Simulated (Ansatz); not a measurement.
`C[CH2][In]([F])[Cl]` → `[F][InH][Cl]` + `C=C` at 500 K and 1 bar (β-hydride elimination).

Calculated with Ansatz (gas phase, PBE0-D4/def2-TZVP geometries, no zero-point term in ΔE). CCSD(T)/CBS adds triple-zeta CCSD(T) − MP2 to the extrapolated MP2 energy (def2 sets, frozen cores). This one scheme is used for every species. Elements past krypton have def2 core potentials. For In outer-core shells are correlated without core-valence functions, which leaves a few kJ/mol of doubt a bond. Each species was taken in one conformer, which may not be the lowest.

```json
{"species": "`C[CH2][In]([F])[Cl]`", "CCSD(T)/CBS energy (Eh)": "-828.58684", "H − E (kJ/mol)": "226.1", "S (J/(mol·K))": "460.2"}
{"species": "`[F][InH][Cl]`", "CCSD(T)/CBS energy (Eh)": "-750.05448", "H − E (kJ/mol)": "51.4", "S (J/(mol·K))": "343.5"}
{"species": "`C=C`", "CCSD(T)/CBS energy (Eh)": "-78.48111", "H − E (kJ/mol)": "155.1", "S (J/(mol·K))": "245.3"}
```

H − E and S are ideal-gas, rigid-rotor, harmonic terms from PBE0-D4/def2-TZVP, for one conformer and one mirror image of each species. 1 Eh = 2625.50 kJ/mol, R = 8.31446 J/(mol·K).

By hand: ΔE, ΔH, ΔS and ΔG.

ΔE = (-750.05448) + (-78.48111) − (-828.58684) = 0.05125 Eh = 134.6 kJ/mol. Δ(H − E) = 51.4 + 155.1 − 226.1 = -19.6, so ΔH = 115.0 kJ/mol. ΔS = 343.5 + 245.3 − 460.2 = 128.6 J/(mol·K). ΔG = 115.0 − 500 × (128.6)/1000 = 50.7 kJ/mol.

By hand: the equilibrium constant, and the temperature at which ΔG would vanish if ΔH and ΔS stayed fixed.

log₁₀ K = −ΔG/(RT ln 10) = -5.3. ΔG = 0 at ΔH/ΔS = 894 K.

The number of gas molecules changes by +1, which sets the sign of ΔS. A doubt of 5 kJ/mol in ΔE shifts log₁₀ K by 0.5 here. Other conformers and mirror images would add mixing entropy, several J/(mol·K) or more a flexible species. Modes under 60 cm⁻¹, often nearly free rotors, make the harmonic entropy too high. These are equilibria of isolated gas molecules and say nothing of rates. Largest T1 diagnostic: 0.015 (customary marks: 0.02 for closed shells, 0.045 for open ones).
